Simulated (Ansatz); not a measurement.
Ba₂O, relaxed as a triplet with UKS PBE0-D4/def2-TZVP in Ansatz, starting from the PBE0-D4/def2-TZVP geometry of the neutral singlet. Force threshold 0.02 eV/Å.

In the def2 sets Ba takes a core potential; there is no spin–orbit coupling. The relaxation made no stability test and no search for a lower SCF solution. The structure comes from a short search, and lower isomers may exist.

Start:

```xyz
3

Ba    1.865    0.230   -0.676
Ba   -1.778   -0.778    0.470
O    -0.087    0.548    0.207
```

(1) Estimate the energy that the relaxation releases and the steps that it takes.

(2) Does the start keep its bonding and symmetry?

(3) Predict the relaxed structure.

Answers

(1) 23.8 kJ/mol, in 5 steps; 8 s on 4 threads of Arm Neoverse V1 on a shared host. No frequencies were taken in this run, so the end may be a saddle point.

(2) By distances, no bond broke or formed. The bond that changes most is Ba1–O3, from 2.17 to 2.18 Å (atoms count from 1). Point group C2v at the start, D∞h at the end, both within 0.05 Å.

(3) 
```xyz
3

Ba    2.0140    0.5554   -0.6343
Ba   -2.0133   -0.5600    0.6326
O    -0.0007    0.0045    0.0017
```
Bond lengths (bridged metal pairs left out): 2 × Ba–O 2.18 Å.
